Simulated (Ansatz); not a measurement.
Ansatz results at the PBE0-D4/def2-TZVP geometry: size of the dipole moment (ωB97M-V/def2-TZVPP) 2.24 D; HOMO energy (PBE0/def2-TZVPP) -6.69 eV; HOMO–LUMO gap (ωB97M-V/def2-TZVPP) 9.11 eV.

(1) Which molecule gave them?
A. `C1CCSCC1`
B. `CP(C)(C)=N`
C. `Cc1ccc2ncccc2c1`
D. `[AgH]`

Results:

(1) C. The others give `C1CCSCC1`: 1.76, -6.16, 10.99; `CP(C)(C)=N`: 3.58, -6.06, 10.50; `[AgH]`: 3.22, -6.82, 8.37.
